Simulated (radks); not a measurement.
W III, configuration [Xe] 4f14 5d4.

Calculated with a radial shooting solver on a logarithmic mesh with Libxc functionals: scalar-relativistic Kohn-Sham, BLYP, spin-unpolarised, spherical densities, finite nucleus; Fermi nuclear charge, rms radius 5.3658 fm.

Energy parts (eV):
part                       energy
total                  -439192.68
kinetic                 483767.95
electron-nucleus      -1084574.58
Hartree                 170408.28
exchange-correlation     -8794.33

Orbitals (lengths in bohr, moments of r in powers of bohr; r(max) is where P^2 peaks):
1s: occ. 2; eigenvalue (eV) -69493.42; <1/r> 87.05; <r> 0.01835; r(max) 0.01146
2s: occ. 2; eigenvalue (eV) -12008.55; <1/r> 20.36; <r> 0.07757; r(max) 0.06568
2p: occ. 6; eigenvalue (eV) -10507.07; <1/r> 18.45; <r> 0.06943; r(max) 0.05388
3s: occ. 2; eigenvalue (eV) -2777.790; <1/r> 7.538; <r> 0.2011; r(max) 0.1853
3p: occ. 6; eigenvalue (eV) -2332.965; <1/r> 6.961; <r> 0.2013; r(max) 0.1834
3d: occ. 10; eigenvalue (eV) -1820.476; <1/r> 6.577; <r> 0.1824; r(max) 0.1493
4s: occ. 2; eigenvalue (eV) -585.5040; <1/r> 3.204; <r> 0.4496; r(max) 0.4206
4p: occ. 6; eigenvalue (eV) -439.5389; <1/r> 2.911; <r> 0.4780; r(max) 0.4411
4d: occ. 10; eigenvalue (eV) -254.3443; <1/r> 2.590; <r> 0.5114; r(max) 0.4521
5s: occ. 2; eigenvalue (eV) -95.0505; <1/r> 1.253; <r> 1.067; r(max) 0.9620
5p: occ. 6; eigenvalue (eV) -59.1934; <1/r> 1.053; <r> 1.247; r(max) 1.091
4f: occ. 14; eigenvalue (eV) -49.1720; <1/r> 2.084; <r> 0.6078; r(max) 0.4284
5d: occ. 4; eigenvalue (eV) -19.8448; <1/r> 0.6863; <r> 1.888; r(max) 1.477

The highest occupied level is 5d at -19.845 eV. The electron density at the nucleus is 1.517e+06 e/bohr^3 (large components only). Summed over all electrons, <r^2> = 42.28 bohr^2, which gives a Langevin (diamagnetic) susceptibility term of -33.5 x 10^-6 cm^3/mol. For comparison, the ionisation energy in NIST's Atomic Spectra Database is 26.0 eV (semi-empirical). In exact Kohn-Sham theory the highest level is minus the ionisation energy, but local and semilocal functionals leave it too shallow, through self-interaction and a potential that decays too fast; potentials with the right tail come closer.

Beside tabulated values, note that spin-unpolarised runs miss the spin-polarisation part of the exchange energy of open shells.
